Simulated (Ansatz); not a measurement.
`[F][Ge][Br]` + `[SiH3]N[SiH3]` → `[F][Ge][N]([SiH3])[SiH3]` + HBr at 700 K and 1 bar (ligand exchange at a Ge–Br bond).

Calculated with Ansatz (gas phase, PBE0-D4/def2-TZVP geometries, no zero-point term in ΔE). CBS: MP2 limit from def2 TZ/QZ plus the TZ coupled-cluster correction, frozen cores. This one scheme is used for every species. For Br, Ge outer-core shells are correlated without core-valence functions, which leaves a few kJ/mol of doubt a bond. Scalar relativity is left out up to krypton. One conformer a species, not always the lowest.

```csv
species,CCSD(T)/CBS energy (Eh),H − E (kJ/mol),S (J/(mol·K))
`[F][Ge][Br]`,-4749.29775,41.9,347.6
`[SiH3]N[SiH3]`,-637.10515,245.6,444.2
`[F][Ge][N]([SiH3])[SiH3]`,-2812.46809,246.4,524.3
HBr,-2573.91920,36.5,223.7
```

H − E and S are ideal-gas, rigid-rotor, harmonic terms from PBE0-D4/def2-TZVP, for one conformer and one mirror image of each species. 1 Eh = 2625.50 kJ/mol, R = 8.31446 J/(mol·K).

Problem. By hand: ΔE, ΔH, ΔS and ΔG.

Solution. ΔE = (-2812.46809) + (-2573.91920) − (-4749.29775) − (-637.10515) = 0.01561 Eh = 41.0 kJ/mol. Δ(H − E) = 246.4 + 36.5 − 41.9 − 245.6 = -4.6, so ΔH = 36.4 kJ/mol. ΔS = 524.3 + 223.7 − 347.6 − 444.2 = -43.8 J/(mol·K). ΔG = 36.4 − 700 × (-43.8)/1000 = 67.1 kJ/mol.

Problem. By hand: the equilibrium constant, and the temperature at which ΔG would vanish if ΔH and ΔS stayed fixed.

Solution. log₁₀ K = −ΔG/(RT ln 10) = -5.0. ΔH and −TΔS have one sign here, so there is no such temperature.

TΔS isn't small against ΔH here. A doubt of 5 kJ/mol in ΔE shifts log₁₀ K by 0.4 here. Other conformers and mirror images would add mixing entropy, several J/(mol·K) or more a flexible species. Modes under 60 cm⁻¹, often nearly free rotors, make the harmonic entropy too high. These are equilibria of isolated gas molecules and say nothing of rates. Largest T1 diagnostic: 0.014 (customary marks: 0.02 for closed shells, 0.045 for open ones).
